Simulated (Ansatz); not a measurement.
| atom | x (Å) | y (Å) | z (Å) |
| --- | --- | --- | --- |
| Cu | 0.0000 | 0.0000 | -0.0453 |
| H | 0.0000 | 0.0000 | 1.3128 |

Basis set: cc-pVTZ (spherical functions). Correlated methods keep 5 orbitals frozen. Charge 0, multiplicity 1.

Computed with Ansatz (development build ahead of 0.2.0); each method stands on the lowest determinant of its kind that the runs found. Restricted open shells among the atoms or ions are ROHF, correlated in semicanonical orbitals with singles.

The atomization energy at this shape (free ground-state atoms in the same class of orbitals less the molecule, no zero-point energy) of singlet CuH:

```tsv
method	atomization energy
RHF-MP2	2.61 eV
```

Problem. What does RHF give?

Solution. 1.12 eV.
